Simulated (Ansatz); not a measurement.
The lowest doublet and quartet of CCl (SMILES [C]Cl); geometries from B3LYP-D3(BJ)/def2-TZVP, each state relaxed from the structure named, with no frequency check.
Doublet at the quartet's geometry (charge 0, multiplicity 2):
```xyz
2

C      0.000     0.000    -1.227
Cl     0.000     0.000     0.433
```

| level | gap E(doublet) − E(quartet), vertical, at the quartet's geometry (kJ/mol) | cost |
|---|---|---|
| U-HF/cc-pV(D+d)Z | -109.5 | - |
| U-HF/cc-pV(T+d)Z | -109.8 | - |
| U-HF/cc-pV(Q+d)Z | -109.8 | - |
| U-r2SCAN/def2-TZVPP | -196.0 | ×2 |
| U-B3LYP/def2-TZVPP | -245.3 | ×0.8 |
| U-BHLYP/def2-TZVPP | -230.8 | ×0.8 |
| U-wB97X-V/def2-TZVPP | -247.6 | ×2 |
| U-MP2/cc-pV(Q+d)Z | -212.4 | - |
| U-SCS-MP2/cc-pV(D+d)Z | -213.1 | - |
| U-SCS-MP2/cc-pV(Q+d)Z | -241.9 | - |
| U-CCSD(T)/cc-pV(D+d)Z | -216.6 | ×1 |
| U-CCSD(T)/cc-pV(T+d)Z | -226.1 | ×2 |
| U-CCSDT(Q)/cc-pV(D+d)Z | -218.1 | ×10 |
| SA-CASSCF(3,4)/cc-pV(D+d)Z | -169.6 | - |
| SA-CASSCF(3,4)/cc-pV(T+d)Z | -172.4 | - |
| SA-CASSCF(3,4)/cc-pV(Q+d)Z | -172.7 | - |
| FIC-NEVPT4(SD) on SA-CASSCF(3,4)/cc-pV(D+d)Z | -212.5 | - |
| FIC-NEVPT4(SD) on SA-CASSCF(3,4)/cc-pV(Q+d)Z | -226.4 | - |
| FIC-MRCISD+Q on SA-CASSCF(3,4)/cc-pV(T+d)Z | -223.9 | - |
| FIC-MRCISD+Q on SA-CASSCF(3,4)/cc-pV(Q+d)Z | -226.9 | - |

The rows run from -247.6 (U-wB97X-V/def2-TZVPP) to -109.5 kJ/mol (U-HF/cc-pV(D+d)Z). From cc-pV(D+d)Z to cc-pV(T+d)Z U-CCSD(T) changes by -9.5. The 4 U-functionals in def2-TZVPP without D3 or D4 span 51.6, from U-wB97X-V to U-r2SCAN.

A positive gap puts the quartet lower; no zero-point energy. U- takes an unrestricted doublet. The quartet is unrestricted in single-reference levels. Active spaces average the two states.

Frozen-core correlation.

The values were computed with Ansatz (Gaussian basis) for Hartree–Fock, density functionals and correlated methods. Each number belongs to the level named beside it.

Costs are rough ratios of core time to U-PBE/def2-TZVPP (about 1.5 s over the structures, on one shared machine); a dash marks a level with no comparable run of its own.

Ansatz is a quantum-chemistry and plane-wave program.
